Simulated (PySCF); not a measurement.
## Correlation energy of Ar(3+) (argon, charge +3)

[Ne] 3s2 3p3, high-spin 4S determinant. Calculation: PySCF 2.14, in x2c-QZVPPall; the spin-free X2C one-electron Hamiltonian (Gaussian nucleus). Frozen: 1s2; 13 electrons correlated.

| level | correlation energy (mhartree) |
| --- | --- |
| CCSD | -307.68 |
| (T) | -5.24 |
| CCSD(T) | -312.92 |

Diagnostics: T1 = 0.0025, D1 = 0.0101, largest double amplitude 0.057.

Q: Is a single reference adequate?

A: Yes: T1 lies below 0.03 and no double amplitude reaches 0.07.

This basis was not built for core-valence correlation, so the inner-shell part is incomplete.
